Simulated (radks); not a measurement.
Question: The mean radii <r> (bohr) of the occupied orbitals of an atom or ion are listed with their occupations. All-electron calculation, Dirac Kohn-Sham, Slater X-alpha with alpha = 0.748, spin-unpolarised, spherical densities, point nucleus. Program: a radial shooting solver on a logarithmic mesh with Libxc functionals.

| orbital | occ. | <r> |
|---|---|---|
| 1s1/2 | 2 | 0.03040 |
| 2s1/2 | 2 | 0.1312 |
| 2p1/2 | 2 | 0.1111 |
| 2p3/2 | 4 | 0.1163 |
| 3s1/2 | 2 | 0.3579 |
| 3p1/2 | 2 | 0.3489 |
| 3p3/2 | 4 | 0.3599 |
| 3d3/2 | 4 | 0.3317 |
| 3d5/2 | 6 | 0.3352 |
| 4s1/2 | 2 | 0.8761 |
| 4p1/2 | 2 | 0.9349 |
| 4p3/2 | 4 | 0.9664 |
| 4d3/2 | 4 | 1.266 |
| 4d5/2 | 6 | 1.287 |
| 5s1/2 | 2 | 2.864 |

Name the element and its charge. Open shells, if any, are shared by 2j + 1.

Answer: Z = 48, cadmium, charge 0: Cd in [Kr] 4d10 5s2. The 1s radius gives Z: for a bare nucleus <r> = (2 gamma + 1)/(2Z) with gamma = sqrt(1 - (Z/c)^2), 0.02993 bohr for Z = 48, and screening makes it slightly larger (0.03040 here). The occupations add up to 48, and the charge is Z minus that.
